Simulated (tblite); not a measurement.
C₃H₅N₃O₂.
Cartesian coordinates in Å at the GFN2-xTB level; atoms count from 1:
```
atom  x, y, z in Å
C1    -2.6633    0.0492   -0.1184
O2    -1.4908    0.1061    0.6810
C3    -0.3694    0.0347   -0.0123
N4    -0.2105   -0.0942   -1.2801
N5     1.1384   -0.1154   -1.5026
C6     1.7035    0.0055   -0.3503
N7     3.0262    0.1142   -0.0794
O8     0.8018    0.1030    0.6727
H9    -2.7152   -0.9023   -0.6508
H10   -2.6660    0.8590   -0.8501
H11   -3.4965    0.1513    0.5727
H12    3.3062   -0.1157    0.8598
H13    3.6313   -0.1947   -0.8213
```

The geometry is computed with GFN2-xTB (gas phase).

Take the most abundant isotopes and a rigid rotor. The values belong to one conformer with, in the numbering `[CH3:1][O:2][c:3]1[n:4][n:5][c:6]([NH2:7])[o:8]1`, C1–O2–C3–N4 -1°.

**Question.** What are A, B and C (GHz)?

**Answer.** Ia = 68.38, Ib = 363.78, Ic = 428.64 u·Å²; 505379 MHz·u·Å²/I gives 7391, 1389 and 1179 MHz, that is A = 7.3910, B = 1.3892, C = 1.1790 GHz.

**Question.** Classify the top.

**Answer.** A near-prolate asymmetric top: κ = (2 × 1389 − 7391 − 1179)/(7391 − 1179) = -0.93.

**Question.** Is it planar, by Δ = Ic − Ia − Ib?

**Answer.** Not planar: Δ = Ic − Ia − Ib = -3.52 u·Å². For a rigid frame Δ = −2 Σ m c², so Σ m c² = 1.76 u·Å² lies off the ab plane: 1.68 from hydrogen and 0.08 from heavier atoms. The atom farthest from that plane is 0.90 Å away.

**Question.** Give the other two planar moments, Paa and Pbb, and the rms extents of the mass along the axes.

**Answer.** Paa = Σ m a² = (Ib + Ic − Ia)/2 = 362.02 and Pbb = Σ m b² = (Ia + Ic − Ib)/2 = 66.62 u·Å². With the mass M = 115.04 u, the rms extents √(P/M) along a, b and c are 1.77, 0.76, 0.12 Å.

**Question.** Where do the levels up to J = 3 lie, in MHz?

**Answer.** Above 0(0,0):
J = 1: 1(0,1) 2568, 1(1,1) 8570, 1(1,0) 8780
J = 2: 2(0,2) 7699, 2(1,2) 13496, 2(1,1) 14127, 2(2,1) 32132, 2(2,0) 32138
J = 3: 3(0,3) 15382, 3(1,3) 20882, 3(1,2) 22144, 3(2,2) 39837, 3(2,1) 39864, 3(3,1) 70374, 3(3,0) 70375
The levels of one J sum to (2J + 1)J(J + 1)(A + B + C)/3.

Its GFN2-xTB frequencies are all real (lowest 95 cm⁻¹). Constants of a rigid frame at the computed geometry: no zero-point averaging, no centrifugal distortion.

On one thread, Arm Neoverse V1 (aarch64), on a shared host, this took 0.35 s of wall time. These figures are those of the optimisation.
